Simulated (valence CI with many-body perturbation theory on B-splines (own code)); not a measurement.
**Os54+: magnetic and hyperfine properties of the levels**

Calculated by configuration interaction combined with many-body perturbation theory (CI+MBPT): four valence electrons over a frozen Dirac-Fock core [Ar], radial functions for each j: 9 s, 9 p, 10 d, 8 f, 5 g, 3 h, 1 i, with the one-electron correlation potential Σ1 (screened to all orders), the two-electron term Σ2, the three-electron term Σ3, Breit, model QED; selected single and double excitations, second order for the rest (own B-spline code, finite nucleus).

No measured spectrum was set against this ion. As an estimate, large intervals hold to a few tenths of a per cent, small ones and those within an open d or f shell to about a per cent. The list stops below the first excitations out of the core. Only levels of the ground parity were solved; by the run's estimate the other parity begins above the list, which can be wrong where configurations are misplaced.

A/g_I is the dipole constant over the nuclear g factor μ/I (μ in nuclear magnetons, uniformly magnetised nucleus), B/Q the quadrupole constant per barn. Both hold the static response of the core; the bare values leave it out. Large factors of s and p1/2 electrons are usually good to 5 to 10 %; those of open d and f shells near neutrality can be off by tens of per cent, and small factors of p3/2, d and f electrons come from cancelling terms and can be off by a factor of two or in sign, in half-filled shells by more. B is blank for J = 1/2, where it vanishes, and for nearly pure S terms. Energies count from the lowest level. Levels with J = 0 are left out.

Levels are named by their leading jj configuration (3d3/2^4 stands for four electrons in 3d with j = 3/2), which in mixed levels can hold well under half, so a name can repeat and another be missing. Letters in brackets count levels of one name in rising energy.

```csv
Level,E (cm⁻¹),g,A/g_I (MHz),A/g_I bare,B/Q (MHz/b),B/Q bare
(3d3/2^3 3d5/2) J=1,594010,1.489,-8150,-6460,20600,20800
(3d3/2^3 3d5/2) J=4,692240,1.056,69800,70200,7890,7760
(3d3/2^3 3d5/2) J=2,721260,1.188,47500,48300,65500,66100
(3d3/2^3 3d5/2) J=3,748870,1.106,63000,63500,53100,53600
(3d3/2^2 3d5/2^2) J=2 [a],1262800,1.289,17700,18800,36300,36600
(3d3/2^2 3d5/2^2) J=4 [a],1283100,1.136,55900,56500,-26200,-26600
(3d3/2^2 3d5/2^2) J=3 [a],1300600,1.178,44400,45100,10100,10200
(3d3/2^2 3d5/2^2) J=5,1329400,1.077,63200,63600,56700,57200
(3d3/2^2 3d5/2^2) J=6,1352300,1.064,67400,67700,71600,72200
(3d3/2^2 3d5/2^2) J=1,1375600,1.056,75300,75700,10700,10800
(3d3/2^2 3d5/2^2) J=3 [b],1399000,1.056,72600,72900,13400,13500
(3d3/2^2 3d5/2^2) J=4 [b],1402800,1.026,72200,72400,-17900,-18000
(3d3/2^2 3d5/2^2) J=2 [b],1419800,1.073,65600,66000,30600,30900
(3d3/2^2 3d5/2^2) J=2 [c],1525900,0.963,88700,88800,-8100,-8220
(3d3/2^2 3d5/2^2) J=4 [c],1570600,1.174,49100,49800,108000,109000
(3d3/2^2 3d5/2^2) J=2 [d],1678600,1.114,63100,63600,-39800,-40100
(3d3/2 3d5/2^3) J=4,1951100,1.165,45800,46500,-60500,-61100
(3d3/2 3d5/2^3) J=3,1963000,1.199,35200,35900,4040,4160
(3d3/2 3d5/2^3) J=1,2006400,1.016,60100,60300,29100,29300
(3d3/2 3d5/2^3) J=5,2012300,1.132,54700,55300,-39300,-39800
```

Question: Take the isotope of mass number 187, with I = 1/2, μ = 0.06442 μN. What is the hyperfine structure of (3d3/2^2 3d5/2^2) J=3 [a]?

Answer: From the table A = 5720 MHz. Shifts from the centre of gravity in MHz: F = 5/2: -11400, F = 7/2: 8580.
